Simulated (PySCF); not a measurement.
Calculated NMR parameters of CC(C)(C)CC(Cl)(Cl)Cl

```yaml
Formula: C6H11Cl3
SMILES: CC(C)(C)CC(Cl)(Cl)Cl
InChI: InChI=1S/C6H11Cl3/c1-5(2,3)4-6(7,8)9/h4H2,1-3H3
Point_group_of_the_computed_structure: C1
Degrees_of_unsaturation: 0
Carbon_signals: 4
Proton_signals: 2
```

Molfile (atoms numbered from 1):
```
C6H11Cl3
     RDKit          3D

 20 19  0  0  0  0  0  0  0  0999 V2000
   -1.6225   -1.0330   -0.8406 C   0  0  0  0  0  0  0  0  0  0  0  0
   -0.7609   -0.0281   -0.0645 C   0  0  0  0  0  0  0  0  0  0  0  0
   -1.2148    1.3841   -0.4529 C   0  0  0  0  0  0  0  0  0  0  0  0
   -0.9838   -0.2408    1.4337 C   0  0  0  0  0  0  0  0  0  0  0  0
    0.6942   -0.2920   -0.5310 C   0  0  0  0  0  0  0  0  0  0  0  0
    1.9124    0.1520    0.2717 C   0  0  0  0  0  0  0  0  0  0  0  0
    3.3580   -0.0892   -0.7596 Cl  0  0  0  0  0  0  0  0  0  0  0  0
    1.8685    1.8678    0.7500 Cl  0  0  0  0  0  0  0  0  0  0  0  0
    2.1443   -0.8358    1.7399 Cl  0  0  0  0  0  0  0  0  0  0  0  0
   -1.4640   -0.9414   -1.9271 H   0  0  0  0  0  0  0  0  0  0  0  0
   -2.6910   -0.8579   -0.6427 H   0  0  0  0  0  0  0  0  0  0  0  0
   -1.3892   -2.0691   -0.5492 H   0  0  0  0  0  0  0  0  0  0  0  0
   -0.6441    2.1608    0.0711 H   0  0  0  0  0  0  0  0  0  0  0  0
   -1.1028    1.5520   -1.5360 H   0  0  0  0  0  0  0  0  0  0  0  0
   -2.2786    1.5175   -0.2022 H   0  0  0  0  0  0  0  0  0  0  0  0
   -2.0511   -0.1005    1.6660 H   0  0  0  0  0  0  0  0  0  0  0  0
   -0.6988   -1.2545    1.7504 H   0  0  0  0  0  0  0  0  0  0  0  0
   -0.4109    0.4759    2.0390 H   0  0  0  0  0  0  0  0  0  0  0  0
    0.8455   -1.3751   -0.6626 H   0  0  0  0  0  0  0  0  0  0  0  0
    0.8167    0.1579   -1.5285 H   0  0  0  0  0  0  0  0  0  0  0  0
  1  2  1  0
  2  3  1  0
  2  4  1  0
  2  5  1  0
  5  6  1  0
  6  7  1  0
  6  8  1  0
  6  9  1  0
  1 10  1  0
  1 11  1  0
  1 12  1  0
  3 13  1  0
  3 14  1  0
  3 15  1  0
  4 16  1  0
  4 17  1  0
  4 18  1  0
  5 19  1  0
  5 20  1  0
M  END
```

PySCF 2.14 calculation with PBE0-D3(BJ)/def2-SVP geometry and GIAO WP04/pcSseg-1 shieldings; no solvent, one averaged value for each set of equivalent atoms, relativity neglected, a single conformation.

References, each an isolated molecule treated in the same way: $^{1}$H, $^{13}$C against TMS.

| carbon | δC, type | δH (multiplicity) | HMBC from (2–3 bonds) | span of the C tensor (ppm) |
| --- | --- | --- | --- | --- |
| C1/C3/C4 | 31.2, CH3 | 1.13 (s) | H19/H20, H10/H11/H12/H13/H14/H15/H16/H17/H18 | 44 |
| C2 | 38.4, C | – | H19/H20, H10/H11/H12/H13/H14/H15/H16/H17/H18 | 15 |
| C5 | 66.8, CH2 | 2.36 (s) | H10/H11/H12/H13/H14/H15/H16/H17/H18 | 55 |
| C6 | 136.9, C | – | H19/H20 | 20 |

- Carbon types of the structure: 2 × C, 1 × CH2, 3 × CH3, which accounts for all hydrogens.
- δC 136.9: fully substituted sp3 carbon bonded to 3 Cl; 3 electronegative neighbours deshield it.
- δC 66.8: sp3 CH2.
- δC 38.4: quaternary sp3 carbon; aliphatic region, no heteroatom directly attached.
- δC 31.2: methyl carbon; saturated and bonded to C and H only.
- δH 1.13: hydrogen on a methyl carbon; far from electronegative atoms and π systems.

Carbons that carry Cl, above all several Cl atoms, come out too deshielded, partly because spin–orbit coupling is missing. Shifts are as computed. Against solution values, carbons near 30 ppm lie about +3 ppm off and those near 130 ppm about +5 ppm. Of 1211 compounds with measured shifts, 218 miss one by over three times the rms of a fit or turn the order of signals round; such compounds aren't used in these exercises. Multiplicities follow the n + 1 count of equivalent neighbours, as no J values were calculated; m marks all less simple cases, F and P coupling included.
